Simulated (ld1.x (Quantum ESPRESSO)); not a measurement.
**Before and after: TM potential for Ba**

Ba, norm-conserving Troullier–Martins (Kleinman–Bylander form), made with ld1.x (Quantum ESPRESSO) 7.5 (PBEsol, scalar-relativistic). Core [Xe], reference 5d0 6s2 6p0. Waves: 6p (bound, empty): rc 3.65 bohr; 5d (bound, empty): rc 3.00 bohr; 6s (bound): rc 4.20 bohr. Local part: the s channel. Core correction: none.

Change: all radii scaled by about 1.26 (s 5.30, p 4.60, d 3.78 bohr).

Cutoffs: the cutoffs (Ry, on a coarse ladder) from which the occupation-weighted sum of valence levels, in a spherical-Bessel basis at the reference potential, stays within 10 and 1 mRy of its value at 400 Ry; they do not see the model core or the augmentation charge, which bear on the density cutoff. Errors are all-electron minus pseudo energies relative to the spin-unpolarised reference configuration.

Problem. How do hardness, ghosts and transferability respond?

Solution. Both files are so soft that the ladder of cutoffs tells neither apart; the bound ghost in p disappears; of the 7 tests that both files solve, the error grows in 1 and shrinks in 6 by more than 15 % and 0.3 meV (median size 82.4 → 31.7 meV).

| quantity | base | changed |
| --- | --- | --- |
| cutoff, loose | 6 Ry | 6 Ry |
| cutoff, tight | 6 Ry | 6 Ry |
| bound ghosts | p | none |
| error for 5d0 6s1 6p0, meV [ΔE 5.38 eV] | -1.5 | -3.2 |
| error for 5d0 6s1.5 6p0, meV [ΔE 2.15 eV] | -1.1 | -0.8 |
| error for 5d0 6s1 6p1, meV [ΔE 2.05 eV] | +24 | -0.7 |
| error for 5d0 6s0 6p1, meV [ΔE 7.98 eV] | +127 | +48 |
| error for 5d1 6s0 6p0, meV [ΔE 6.03 eV] | +248 | +92 |
| error for 5d0.5 6s1.5 6p0, meV [ΔE 0.64 eV] | +82 | +32 |
| error for 5d1 6s1 6p0, meV [ΔE 1.34 eV] | +202 | +100 |

 A true bound ghost makes a file unfit for plane-wave use even where its test errors are small: the radial tests pick states by their node count and pass the ghost by.
